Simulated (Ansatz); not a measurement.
C2H6Si, SMILES `CC=[SiH2]` (charge 0, multiplicity 1).

Cartesian coordinates (Å):
```xyz
9

C     -1.2714     0.2133    -0.1256
C     -0.0040    -0.3787     0.4170
Si     1.5949    -0.0466    -0.0859
H     -1.0836     0.9278    -0.9290
H     -1.9338    -0.5635    -0.5215
H     -1.8320     0.7350     0.6571
H     -0.1281    -1.0995     1.2208
H      2.7608    -0.6992     0.5326
H      1.8972     0.9113    -1.1656
```
Charge 0, spin multiplicity 1.

Frozen-core energies in 6-31g from Ansatz (a quantum-chemistry and plane-wave program) at a geometry from B3LYP-D3(BJ)/def2-TZVP; the HF reference has <S^2> = 0.00 (restricted, and unstable towards unrestricted orbitals) and the T1 diagnostic is 0.009.

```json
[
 {"level": "HF", "energy (Ha)": "-368.00261"},
 {"level": "MP2", "energy (Ha)": "-368.24842"},
 {"level": "CCSD", "energy (Ha)": "-368.28850"},
 {"level": "CCSD(T)", "energy (Ha)": "-368.29616"}
]
```

Q: Estimate the energies of CCSDT, CCSDT(Q) and CCSDTQ, and give each level's difference from CCSDTQ.

A: 
```csv
level,energy (Ha),difference from CCSDTQ (mHa)
MP2,-368.24842,48.91
CCSD,-368.28850,8.83
CCSD(T),-368.29616,1.17
CCSDT,-368.29677,0.56
CCSDT(Q),-368.29740,-0.07
CCSDTQ,-368.29733,0.00
```
